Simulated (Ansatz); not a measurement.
ClIn, charge +1, doublet, at a GFN2-xTB geometry (such geometries of metal compounds can be far from the true shape) (a state made from the parent by changing its charge; the spin is typed, not shown lowest) (core potentials on In); BHLYP/def2-TZVP (Ansatz, a quantum-chemistry and plane-wave program).

The Ansatz input:
Ansatz 0.2 input:
```yaml
crystal:
  periodic: [false, false, false]
  atoms:
    - {symbol: In, position_ang: [-0.00000000, -0.00000000, -0.64646640]}
    - {symbol: Cl, position_ang: [0.00000000, 0.00000000, 1.86334432]}
basis:
  gaussian:
    orbitals: def2-TZVP
hamiltonian:
  xc: {name: BHLYP}
total_charge: 1
magnetization: {spin_polarized: true, initial_magnetization: 1}
```

### Question
Predict the main parts of the log of this Ansatz run.

### Answer

```
Functional definition: BHLYP
814 factors; their error is unknown
mean field evaluation 1: about -17680.0478 eV, gradient 3.4e1 eV
mean field evaluation 2: about -17622.6037 eV, gradient 9.6e1 eV
mean field evaluation 4: about -17687.1867 eV, gradient 4.1e0 eV
mean field evaluation 8: about -17687.3651 eV, gradient 1.3e-1 eV
mean field evaluation 16: about -17687.5516 eV, gradient 4.3e-4 eV
mean field -17687.55158718 eV, -650.0055317756 hartree, gradient 2.7e-5 eV, S^2 0.770052; 1 other end points of the search recorded, 0 dependent functions left out
reference -17687.55171946 eV, -650.0055366369 hartree; 19, 18 occupied and 68, 69 virtual orbitals, 814 factors
Total energy: -17687.55171946 eV, -650.0055366369 hartree
```
